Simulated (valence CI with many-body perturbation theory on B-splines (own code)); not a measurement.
# Bi XII: key properties

Level of theory: valence CI with perturbative core correlation (CI+MBPT): four valence electrons over a frozen Dirac-Fock core [Xe] 4f14, a basis of 7 s, 7 p, 8 d, 6 f, 4 g, 1 h functions for each j, with the one-electron correlation potential Σ1 (screened to all orders), the two-electron term Σ2, the three-electron term Σ3, Breit, model QED; selected single and double excitations, second order for the rest, scaled by the run's own slope (own B-spline code, finite nucleus).

No measured levels were compared; by estimate terms of the open shell hold to 2 to 4 % of their energy, and close levels can change places. Excitations out of the core, of the other parity, are not computed and may begin above about 52.4 eV (a cautious bound); beyond it only levels of the ground parity were kept, without lifetimes.

Levels are named by their leading jj configuration (3d3/2^4 stands for four electrons in 3d with j = 3/2), which in mixed levels can hold well under half, so a name can repeat and another be missing.

Rates and lifetimes use the calculated energies. Strong lines usually hold to 10 to 20 %, long lifetimes can be off by a factor of two.

Task: What is the ground level?

Result: (5d3/2^4) J=0, composition 50 % 5d4 3P + 41 % 5d4 5D + 8 % 5d4 1S.

Task: What is the ionisation energy?

Result: 209.02 eV; NIST lists 208 ± 2.5 eV (theoretical).

Task: Name the longest-lived excited levels whose lifetime is computed, and their main decay.

Result: (5d3/2^2 5d5/2^2) J=6 at 8.914 eV lives 1.15 s, mostly by M1 to (5d3/2^2 5d5/2^2) J=5; (5d3/2^3 5d5/2) J=3 at 4.837 eV lives 165 ms, mostly by M1 to (5d3/2^3 5d5/2) J=2; (5d3/2^3 5d5/2) J=2 at 4.097 eV lives 15.7 ms, mostly by M1 to (5d3/2^3 5d5/2) J=1. The lifetime of (5d3/2^3 5d5/2) J=4 is too uncertain to give, and may be longer.

Task: How well does LS coupling describe the low levels?

Result: Among the lowest 20 levels the leading LS term, summed over configurations, holds 53 % on average. For single configurations the figures are 53 % in LS and 84 % in jj coupling. Terms mix most in the J = 4 level at 4.674 eV, where the leading one holds 31 %.
